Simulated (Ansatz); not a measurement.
Molecule: difluoro-bis(prop-2-enyl)silane, C6H10F2Si, charge 0, multiplicity 1. 
Coordinates optimised at B3LYP-D3(BJ)/def2-TZVP (Ansatz, a program for electronic structure):
```
Si
F 1 1.5986
F 1 1.6011 2 106.34
C 1 1.8612 2 109.53 3 -117.67
H 4 1.0942 1 107.83 2 -58.17
H 4 1.0949 5 107.05 1 114.79
C 4 1.4979 5 110.86 6 121.13
C 7 1.3271 4 125.19 5 13.62
H 8 1.0818 7 121.38 4 178.39
H 8 1.0841 9 116.93 7 179.79
H 7 1.0859 8 119.07 9 0.37
C 1 1.8647 2 108.58 3 116.63
H 12 1.0939 1 108.08 2 63.73
H 12 1.0948 13 107.24 1 115.61
C 12 1.4976 13 110.93 14 121.34
C 15 1.3280 12 125.29 13 15.36
H 16 1.0819 15 121.44 12 178.26
H 16 1.0844 17 116.89 15 -179.61
H 15 1.0861 16 118.94 17 0.47
```

Computed values are from Ansatz. Correlated levels leave the core frozen unless marked. Open shells are spin-unrestricted. No spin-orbit coupling. Non-relativistic. CBS marks a two-point X^-3 extrapolation of the correlation energy; Hartree-Fock from the larger set. [CCSD(T)-MP2]/basis is that difference in the basis named.

What is the total energy at RI-MP2/CBS(cc-pV(T+d)Z,cc-pV(Q+d)Z)+[CCSD(T)-MP2]/cc-pV(T+d)Z?

-723.1153 Eh.

What is the atomisation energy De at RI-MP2/CBS(cc-pV(T+d)Z,cc-pV(Q+d)Z)+[CCSD(T)-MP2]/cc-pV(T+d)Z?

8123.6 kJ/mol.

What is the dipole moment at CCSD(T)/aug-cc-pV(D+d)Z?

2.05 D.

What is the T1 diagnostic at CCSD/cc-pV(T+d)Z?

0.011.
